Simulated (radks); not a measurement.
Spin polarisation of the 4p1 shell in the arsenic ion As2+. Start: [Ar] 3d10 4s2 4p(up 0.5, down 0.5); electrons of 4p are moved from spin down to spin up, other shells keep equal spins. All-electron calculation, scalar-relativistic Kohn-Sham, LDA (Slater exchange, Perdew-Wang correlation), spin-polarised, spherical densities, finite nucleus; Fermi nuclear charge, rms radius of each element as measured or else 0.836 A^(1/3) + 0.57 fm. Program: a radial shooting solver on a logarithmic mesh with Libxc functionals.

moment (Bohr magnetons)  E - E(0) (eV)  e(4p up) (eV)  e(4p down) (eV)  4s down minus up (eV)  3d down minus up (eV)
0                                0.000        -22.953          -22.953                  0.000                  0.000
0.25                            -0.015        -23.069          -22.829                  0.238                  0.036
0.5                             -0.060        -23.179          -22.697                  0.477                  0.072
0.75                            -0.136        -23.283          -22.556                  0.719                  0.108
1                               -0.242        -23.381          -22.404                  0.964                  0.144

At moment 1 the spin-polarisation energy is -0.242 eV and the 4p exchange splitting 0.976 eV, that is 0.976 eV per Bohr magneton; E = -I m^2/4 would give I = 0.968 eV.
